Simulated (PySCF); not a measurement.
From one molecule to another.

First species: Mo(NH)Cl4 (singlet state).
Cartesian coordinates in Å at the PBE0-D3(BJ)/def2-SVP level; atoms count from 1:
```
atom  x, y, z in Å
Mo1   -0.010   -0.009   -0.323
N2     0.045    0.042    1.342
H3     0.075    0.067    2.361
Cl4    2.209   -0.020   -0.934
Cl5   -0.031    2.217   -0.915
Cl6   -2.269   -0.028   -0.769
Cl7   -0.019   -2.270   -0.763
```

Second species: bicyclo[2.1.0]pent-2-ene, C5H6.
SMILES: `C1=C[C@H]2C[C@@H]12`

Levels: B3LYP/def2-SVPD for HOMO energy, LUMO energy, HOMO–LUMO gap and static isotropic polarisability; TDDFT B3LYP/def2-SVPD for lowest singlet excitation; TDA B3LYP/def2-SVPD for lowest triplet excitation (Tamm–Dancoff). Geometries: PBE0-D3(BJ)/def2-SVP. Each structure is a single optimised conformer of the isolated species (atoms past krypton carry core potentials, spin–orbit coupling is left out); the electronic structure was computed with PySCF and density fitting.

Question: Which has the higher HOMO energy?

Answer: The second: -6.23 eV against -8.30 eV, a difference of 2.07 eV.

Question: Which of the two has the higher HOMO–LUMO gap, and by how much?

Answer: The second: 5.88 eV against 2.90 eV, a difference of 2.98 eV.

Question: Which of the two has the higher LUMO energy, and by how much?

Answer: The second: -0.35 eV against -5.40 eV, a difference of 5.05 eV.

Question: Which of the two has the higher S1 energy, and by how much?

Answer: The second: 5.02 eV against 2.22 eV, a difference of 2.80 eV.

Question: Which of the two has the higher static isotropic polarisability, and by how much?

Answer: The first: 117.8 au against 54.1 au, a difference of 63.7 au.

Question: Which of the two has the higher T1 energy, and by how much?

Answer: The second: 3.48 eV against 1.55 eV, a difference of 1.93 eV.

On the first: The vertical singlet–triplet gap S1 − T1 is 0.67 eV (TDDFT singlet less Tamm–Dancoff triplet; S1: HOMO→LUMO, weight 0.98; T1: HOMO→LUMO, weight 1.00). The polarisability is 17.46 Å³ as a volume (1 au = 0.148185 Å³). Atoms past krypton carry effective core potentials; spin–orbit coupling is left out.

On the second: The polarisability is 8.02 Å³ as a volume (1 au = 0.148185 Å³), or 1.50 au for each of the 36 electrons. In wavenumbers S1 is 40500 cm⁻¹ (1 eV = 8065.54 cm⁻¹).
